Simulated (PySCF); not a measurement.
C4H7FO, SMILES CCO/C=C\F.

Geometry optimised at B3LYP-D3(BJ)/def2-SVP. The structure was generated by enumeration; whether it is a known compound was not checked. One conformer was computed; it need not be the lowest.

Calculation: PBE/def2-TZVP (PySCF).

Symmetry labels are those of the subgroup Cs that the program uses (full group Cs).

Computed valence orbital energies around the gap with their symmetry:
| orbital | symmetry | energy (eV) |
|---|---|---|
| HOMO−7 | A" | -10.76 |
| HOMO−6 | A' | -9.62 |
| HOMO−5 | A' | -9.38 |
| HOMO−4 | A" | -9.36 |
| HOMO−3 | A' | -9.20 |
| HOMO−2 | A" | -7.97 |
| HOMO−1 | A' | -7.75 |
| HOMO | A" | -5.20 |
| LUMO | A" | -0.03 |
| LUMO+1 | A' | 0.37 |
| LUMO+2 | A' | 0.93 |
| LUMO+3 | A' | 1.40 |
